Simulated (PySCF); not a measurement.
## Frontier orbitals and the lowest excitations

C8H10Si.
SMILES with atom numbers: `[CH:1]#[C:2][Si:3]1([CH:4]=[CH2:5])[CH2:6][CH:7]=[CH:8][CH2:9]1` (hydrogens: H10 on C1; H11 on C4; H12, H13 on C5; H14, H15 on C6; H16 on C7; H17 on C8; H18, H19 on C9)

Geometry (PBE0-D3(BJ)/def2-SVP, Å), atoms numbered from 1 in this order:
```
atom  x, y, z in Å
C1     1.5075    2.7554    0.2893
C2     0.9588    1.6704    0.2222
Si3    0.1252    0.0317    0.1207
C4     1.4373   -1.2872   -0.0177
C5     2.7535   -1.0519   -0.0592
C6    -1.1767   -0.0300   -1.2618
C7    -2.4512   -0.2947   -0.5051
C8    -2.4148   -0.3968    0.8320
C9    -1.0988   -0.2445    1.5478
H10    1.9880    3.7161    0.3488
H11    1.0937   -2.3300   -0.0733
H12    3.4886   -1.8601   -0.1458
H13    3.1521   -0.0322   -0.0079
H14   -0.9660   -0.8201   -2.0034
H15   -1.2240    0.9156   -1.8287
H16   -3.3965   -0.3995   -1.0498
H17   -3.3293   -0.5869    1.4056
H18   -1.1103    0.6033    2.2540
H19   -0.8508   -1.1377    2.1475
```

The calculation used TDDFT wB97X-D/def2-SVPD, vertical, gas phase, core orbitals frozen in the response (PySCF 2.14.0, density-fitted response routines).

Kohn–Sham orbitals with the atoms that hold most of them (Löwdin shares over 4%, at most four atoms; ? is withheld):

```csv
orbital,ε (eV),atoms
LUMO+2,1.98,"C1 24%, C2 20%, Si3 9%, C7 9%"
LUMO+1,1.91,"C1 31%, C2 28%, Si3 12%, H10 7%"
LUMO,?,?
HOMO,-8.88,?
HOMO-1,-9.39,"C5 17%, C4 16%, C6 13%, C9 13%"
HOMO-2,-9.93,"C1 31%, C2 31%, C4 10%, Si3 8%"
HOMO-3,-9.95,"C1 26%, C2 26%, C4 17%, C5 15%"
```

(1) Which atoms hold the HOMO, and with what shares?

(2) Which atoms hold the LUMO, and with what shares?

(3) What is the LUMO energy, and the HOMO–LUMO gap?

Answers

(1) C8 (bonded to 2 C and H) 33%; C7 (bonded to 2 C and H) 33%; C6 (bonded to C, Si and 2 H) 8%; C9 (bonded to C, Si and 2 H) 8%.

(2) C5 (bonded to C and 2 H) 32%; C4 (bonded to C, Si and H) 25%; Si3 (bonded to 4 C) 10%; C2 (bonded to C and Si) 5%. By element: carbon 62% or more, silicon 10%.

(3) ε(LUMO) = 1.30 eV; the gap is 10.18 eV (0.3741 hartree).

**Question.** The HOMO–LUMO gap is 10.18 eV. Where does the response calculation put the lowest singlet, and from which orbitals?

**Answer.** S1 is at 6.06 eV (f = 0.0001), 4.12 eV below the gap, made of HOMO-3→LUMO+1 (28%), HOMO-2→LUMO+2 (21%), HOMO-1→LUMO+1 (14%). Its leading pair isn't HOMO and LUMO; the energies of that pair differ by 11.86 eV. Without the coupling terms of the response equations the lowest excitation would equal the gap.

Next come S2 at 6.29 eV (f 0.0001), HOMO-3→LUMO+1 (26%), HOMO-2→LUMO+2 (21%), HOMO-2→LUMO (19%); S3 at 6.30 eV (f 0.014), HOMO-2→LUMO+1 (36%), HOMO-3→LUMO+2 (19%), HOMO-1→LUMO+2 (9%); S4 at 6.53 eV (f 0.0054), HOMO→LUMO (49%), HOMO-4→LUMO (22%), HOMO-2→LUMO (11%); S5 at 6.83 eV (f 0.0003), HOMO→LUMO (45%), HOMO-4→LUMO (19%), HOMO-2→LUMO (14%).

Löwdin shares depend on the basis, the more so with diffuse functions.

Hardware: one thread of an AMD EPYC 7R43, on a shared host. Cost: 7.6 min, 1.2 GiB resident at most.

One conformer stands for the species.
